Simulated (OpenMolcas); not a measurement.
**O+: effect of the active space**

| Quantity | Value |
| --- | --- |
| Program | OpenMolcas |
| Method | CASSCF |
| Basis | ANO-RCC-MB |
| Scalar Hamiltonian | DKH2, point nucleus |
| Spin-orbit coupling | RASSI with atomic mean-field integrals over the reference wave functions, term energies averaged over their components |

A. 3 electrons in 3 orbitals (2p); 2S+1 = 4 odd, 1 root; 2S+1 = 2 odd, 8 roots; cost roughly 2.5 core-seconds
B. 5 electrons in 4 orbitals (2s 2p); 2S+1 = 4 odd, 1 root; 2S+1 = 2 odd, 8 roots; 2S+1 = 4 even, 3 roots; 2S+1 = 2 even, 9 roots; cost of the order of 9 core-seconds

Energies in cm-1 above 2s2 2p3 4S* 3/2, the measured ground level; measured values from NIST Handbook of Basic Atomic Spectroscopic Data.

```
          Level      A      B  Measured
2s2 2p3 4S* 3/2    0.0    0.0       0.0
2s2 2p3 2D* 3/2  26066  26065     26831
2s2 2p3 2D* 5/2  26067  26067     26811
2s2 2p3 2P* 1/2  43445  35618     40470
2s2 2p3 2P* 3/2  43447  35616     40468
```

Deviations, from unrounded energies. A percentage is the sum of absolute deviations over the sum of measured energies, with the sign that they share, or ± where signs differ.

```tsv
Against measurement	Levels	A	B
mean absolute deviation (cm-1)	4	1900	2800
other terms of the ground configuration (%)	4	±5.5	-8.3
```

A lies closest to measurement on these levels. The largest miss of A in the table is 2s2 2p3 2P* 3/2, by +3000 cm-1. The ranking rests on the paired levels alone, and a cruder setting can come out closer through cancelling errors.

Between A and B the level of the table that moves most is 2s2 2p3 2P* 3/2, by 7800 cm-1 (lowest in B, highest in A).

Without dynamic correlation excited terms often stand tens of per cent too high (terms of higher spin than the ground term too low), and those without a measured partner can miss by more than the paired ones. With the s shell closed, the reference lacks s² → p² mixing (holds for A). Measured partners are found by configuration, term and J. A level has none where our copy of the source lacks it or the pairing is in doubt (some pairs that miss far off the trend of their configuration count as doubtful), and it then counts in no deviation. Only configurations of the active space appear. The table leaves out levels that lie high or whose names do not pair safely across all columns.

* marks odd parity.
